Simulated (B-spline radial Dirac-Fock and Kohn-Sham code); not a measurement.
# Ho⁺: non-radiative channels of the N1 vacancy

System: holmium as Ho⁺, [Xe] 4f11 6p1 (not the ground configuration).

Method: one-electron (LDA, Dirac) transition rates at Dirac-Fock energies. Computed with a radial B-spline solver. Kinetic energies are configuration averages from the vacuum level; the two-hole energies are estimated from single-hole states.

```
transition  kinetic energy (eV)  width (meV)  share (%)
   N1-N2O1                 2.23          580        4.7
   N1-N2O2                28.63          478        3.9
   N1-N2O3                33.80          935        7.7
   N1-N3O1                42.17          788        6.5
   N1-N2N6                50.37          360        2.9
   N1-N2N7                50.96          505        4.1
   N1-N3O2                68.18          787        6.4
   N1-N3O3                73.90         1000        8.2
   N1-N3N6                90.05         1720       14.1
   N1-N3N7                91.45         2110       17.3
```

Coster-Kronig rates are the weakest part of this model and often come out 1.5 to 2.5 times too large. Super-Coster-Kronig decay this fast strains the one-particle picture, and such widths tend to come out too large. The listed channels hold 76 % of the non-radiative rate. Summed by principal shells, of 12.2 eV in all: NNO 50.2 %, NNN 48.6 %, NNP 0.6 %, NOO 0.6 %.
